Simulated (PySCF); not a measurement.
**How methods differ on the ionisation energy of Hg**

Hg [Xe] 4f14 5d10 6s2 (1S) → Hg⁺ [Xe] 4f14 5d10 6s1 (2S), as a difference of total energies. Computed with PySCF 2.14 in aug-cc-pVTZ-PP with one added diffuse shell each of s, p, d, f, g type with ECP60MDF (7s7p6d4f3g, 113 functions), with scalar relativity through the core potential. Correlated levels: valence: 5s2 5p6 frozen. The calculations carry no spin-orbit coupling.

```
           method  ionisation energy (eV)  error (eV)
              UHF                   8.501      -1.937
              LDA                  10.863      +0.425
              PBE                  10.450      +0.012
             PBE0                  10.152      -0.286
           r2SCAN                  10.338      -0.100
          wB97X-V                   9.963      -0.475
              M06                  10.280      -0.158
           B2PLYP                  10.309      -0.129
    MP2 (valence)                  10.440      +0.002
SCS-MP2 (valence)                  10.367      -0.071
```

Reference: 10.438 eV (measured; NIST Atomic Spectra Database, ionization energies).

Errors of the correlated levels include the incompleteness of this basis and the frozen core.
